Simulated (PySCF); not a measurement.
Several molecules and their computed UV-vis stick spectra, shuffled. Method used: TDDFT CAM-B3LYP/def2-SVPD, vertical, gas phase, core orbitals frozen in the response in PySCF 2.14.0, density-fitted response routines. Geometries: GFN2-xTB; one conformer of each isolated species. Triplets are in the Tamm–Dancoff approximation. Ions are computed without counter-ions or solvent.

A. `F[C@@]12CC=C[C@@H]1C2`
B. `[SiH3][SiH]([SiH3])/C=N\[H]`
C. `CC(C)(F)C(F)(F)F`
D. `N#Cc1cc[n+]([O-])cc1`
E. `COC1=CC=CC[CH+]1`

Lowest singlet levels (six at most, fewer where fewer were computed) with oscillator strengths:

1. 126 nm (f 0.030); 126 nm (f 0.009); 120 nm (f 0.022); 120 nm (f 0.054); 116 nm (f 0.001); 114 nm (f 0.004); T1 9.50 eV
2. 293 nm (f 0.001); 206 nm (f 0.003); 198 nm (f 0.012); 184 nm (f 0.096); 182 nm (f 0.095); 180 nm (f 0.030); T1 3.45 eV
3. 191 nm (f 0.127); 179 nm (f 0.015); 173 nm (f 0.037); 165 nm (f 0.012); 160 nm (f 0.005); 156 nm (f 0.020); T1 4.16 eV
4. 297 nm (f 0.000); 277 nm (f 0.009); 271 nm (f 0.419); 214 nm (f 0.000); 207 nm (f 0.215); 190 nm (f 0.000); T1 2.35 eV
5. 400 nm (f 0.079); 253 nm (f 0.001); 243 nm (f 0.040); 211 nm (f 0.101); 208 nm (f 0.000); 202 nm (f 0.005); T1 1.39 eV

Question: Match each spectrum to its molecule.

Answer: 1 = C, 2 = B, 3 = A, 4 = D, 5 = E.
- A: S1 at 6.48 eV, HOMO→LUMO (90%); Löwdin shares by element: HOMO carbon 76% or more (atoms not listed hold the other 24%); LUMO carbon 67% or more (atoms not listed hold the other 33%); HOMO -8.33 and LUMO 1.18 eV.
- B: S1 at 4.22 eV, HOMO→LUMO (92%); Löwdin shares by element: HOMO nitrogen 48%, carbon 19%, silicon 12% or more, hydrogen 7% or more; LUMO nitrogen 30%, carbon 28%, silicon 19% or more (atoms not listed hold the other 23%); HOMO -8.42 and LUMO 0.03 eV; point group Cs.
- C: S1 at 9.85 eV, HOMO-1→LUMO (82%); Löwdin shares by element: HOMO carbon 41% or more, fluorine 22% or more (atoms not listed hold the other 37%); LUMO carbon 35% or more, hydrogen 17% or more (atoms not listed hold the other 49%); HOMO -11.57 and LUMO 1.18 eV; point group Cs.
- D: S1 at 4.18 eV, HOMO-1→LUMO (95%); Löwdin shares by element: HOMO oxygen 41%, carbon 21% or more, nitrogen 12% or more (atoms not listed hold the other 27%); LUMO carbon 24% or more, nitrogen 19% or more, oxygen 16% (atoms not listed hold the other 41%); HOMO -8.32 and LUMO -1.54 eV; point group C2v, 3 of its 6 listed states under f = 0.0005.
- E: S1 at 3.10 eV, HOMO→LUMO (99%); Löwdin shares by element: HOMO carbon 43% or more, oxygen 29% (atoms not listed hold the other 28%); LUMO carbon 70% or more (atoms not listed hold the other 31%); HOMO -12.98 and LUMO -7.26 eV; point group Cs, 1 of its 6 listed states under f = 0.0005.
B and D have S1 within 0.05 eV of each other; their strongest listed levels stand at 6.72 eV (f 0.096) and 4.58 eV (f 0.419).
